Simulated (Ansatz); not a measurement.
Reaction (isomerisation): `CC(C)(O)[SiH3]` → `COCC[SiH3]`

Isolated molecules relaxed with PBE0-D4/def2-TZVP in Ansatz; ΔE leaves out vibrations. CBS: MP2 limit from def2 TZ/QZ plus the TZ coupled-cluster correction, frozen cores. DFT in def2-TZVPP. Each species was taken in one conformer, which may not be the lowest.

(1) Is it downhill or uphill in electronic energy at CCSD(T)/CBS, and by how much? (Estimate.)

(2) What do these levels give: r2SCANh-D4, BHLYP, CAM-B3LYP, RPA@PBE/def2-TZVPP, MP2/def2-SVP, SCS-MP2/def2-QZVPP? (An estimate is asked.)

(3) What do rigid-rotor, harmonic-oscillator terms from PBE0-D4/def2-TZVP frequencies (298.15 K, 1 bar) make of the CCSD(T)/CBS value? (Estimate.)

Largest T1 diagnostic among the species: 0.010.

Results:

(1) Ansatz gave: Uphill: ΔE = +39.6 kJ/mol.

(2) Computed: r2SCANh-D4 34.7, BHLYP 24.3, CAM-B3LYP 26.7, RPA@PBE/def2-TZVPP 33.1, MP2/def2-SVP 40.5, SCS-MP2/def2-QZVPP 36.7 kJ/mol.

(3) Computed: ΔZPE = +3.5 kJ/mol, ΔH = +42.8 kJ/mol, ΔS = 9 J/(mol·K), ΔG = +40.2 kJ/mol.

At CCSD(T), def2-SVP lies −4.4 kJ/mol from the extrapolated value and def2-TZVPP −2.8 kJ/mol. In def2-TZVPP, CCSD(T) changes the Hartree–Fock value by +19.7 kJ/mol (the triples alone add +2.4 kJ/mol) and MP2 by +24.6 kJ/mol. Leaving LDA and LC-ωPBE aside and taking each functional with its dispersion term where it has one, the values, not all of them listed here, spread over 6.8 kJ/mol, from B2PLYP to revPBE-D4. LDA lies +9.2 kJ/mol from PBE without D4.
